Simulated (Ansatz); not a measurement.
C2H9NSi2 (`C=C[SiH2]N[SiH3]`), 14 atoms. Charge 0, multiplicity 1. All runs use 4 threads of an Arm Neoverse V2 on a shared host. Correlated methods freeze the cores.

Problem. Give the basis size and wall time and peak host memory of each of these runs in Ansatz. RKS PBE0-D4/def2-TZVP relaxation (7 steps); RKS PBE0-D4/def2-TZVP frequencies; RKS PBE-D4/def2-TZVPP energy and forces; RKS SPW92 (LDA)/def2-TZVPP energy; RKS PBE0-D4/def2-SVP energy; RKS PBE0-D4/def2-QZVPP energy; RKS ωB97M-V/def2-QZVPP energy; RKS ωB97M-V/def2-SVP energy; RHF-MP2/def2-QZVPP energy; RHF-CCSD(T)/def2-SVP energy; RKS B97M-V/def2-TZVPP energy; RKS B3LYP-D4/def2-TZVPP energy and forces. (Best estimate.)

Solution. The calculation gave: Other jobs shared the machine, so times are rough.

| level | job | functions | wall time | peak host memory (GiB) |
| --- | --- | --- | --- | --- |
| RKS PBE0-D4/def2-SVP | energy | 123 | 1.1 s | 0.54 |
| RKS SPW92 (LDA)/def2-TZVPP | energy | 303 | 1.4 s | 0.44 |
| RKS PBE-D4/def2-TZVPP | energy and forces | 303 | 2.8 s | 0.45 |
| RKS ωB97M-V/def2-SVP | energy | 123 | 4.3 s | 0.54 |
| RKS B3LYP-D4/def2-TZVPP | energy and forces | 303 | 5.5 s | 1 |
| RHF-CCSD(T)/def2-SVP | energy | 123 | 6.5 s | 0.67 |
| RKS PBE0-D4/def2-QZVPP | energy | 581 | 9 s | 2.5 |
| RKS B97M-V/def2-TZVPP | energy | 303 | 10 s | 0.55 |
| RKS ωB97M-V/def2-QZVPP | energy | 581 | 22 s | 2.8 |
| RKS PBE0-D4/def2-TZVP | relaxation (7 steps) | 221 | 26 s | 0.63 |
| RHF-MP2/def2-QZVPP | energy | 581 | 27 s | 4.4 |
| RKS PBE0-D4/def2-TZVP | frequencies | 221 | 3.1 min | 0.65 |

B3LYP here is the variant with VWN-RPA as its local correlation; programs differ in this.
